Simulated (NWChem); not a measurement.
System: tert-butylthiol (C₄H₁₀S); SMILES CC(C)(C)S

```xyz
15

C      0.7120     0.8456     1.2633
C     -0.0020     0.3443     0.0000
C      0.7120     0.8456    -1.2633
C     -1.4717     0.7942     0.0000
S     -0.0605    -1.5270     0.0000
H      0.7118     1.9439     1.2840
H      0.2154     0.4836     2.1687
H      1.7558     0.5125     1.2908
H      0.2154     0.4836    -2.1687
H      0.7118     1.9439    -1.2840
H      1.7558     0.5125    -1.2908
H     -2.0002     0.4318    -0.8883
H     -2.0002     0.4318     0.8883
H     -1.5206     1.8900     0.0000
H      1.2760    -1.7275     0.0000
```
Atoms are numbered in this order, from 1.

Computed with NWChem. All runs use the structure optimised with B3LYP/6-31G* (spherical d). Level: PBE/def2-SVP with COSMO at NWChem's default radii, gas-phase geometry; rows give the dielectric constant.

For dielectric constant 20.7:

```
Property                                   Result
-----------------------------------------  ------
electrostatic solvation energy (kcal/mol)    -2.8
dipole in solution (D)                       2.16
```

Question: What are these values for dielectric constant 2.0?

Answer: 
| Property | Result |
|---|---|
| electrostatic solvation energy (kcal/mol) | -1.4 |
| dipole in solution (D) | 1.83 |
